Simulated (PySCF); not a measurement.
# Electron correlation in Pt⁶⁴⁺ (platinum, charge +64)

[Ne] 3s2 3p2, high-spin 3P determinant. All numbers are calculated (PySCF 2.14, the non-relativistic Hamiltonian (point nucleus), in an uncontracted even-tempered set (16 s from 18 bohr⁻², ratio 2.5; 10 p from 24 bohr⁻², ratio 2.5; 4 d from 92 bohr⁻², ratio 2.7; 4 f from 140 bohr⁻², ratio 2.7)). Frozen: 1s2; 12 electrons correlated; the 17 highest virtual orbitals of each spin left out.

```csv
level,correlation energy (mhartree)
CCSD,-561.52
(T),-1.24
CCSD(T),-562.76
```

Diagnostics: T1 = 0.00066, D1 = 0.0029, largest double amplitude 0.081.

Q: Is a single reference adequate?

A: Mostly. T1 lies below 0.03, but a double amplitude of this size points to a near-degeneracy that CCSD handles and MP2 describes poorly.

At this charge a non-relativistic calculation is a model, useful for the Z dependence of the correlation energy.

Spin-orbit coupling is strong in this species, so the high-spin LS determinant is a model state.
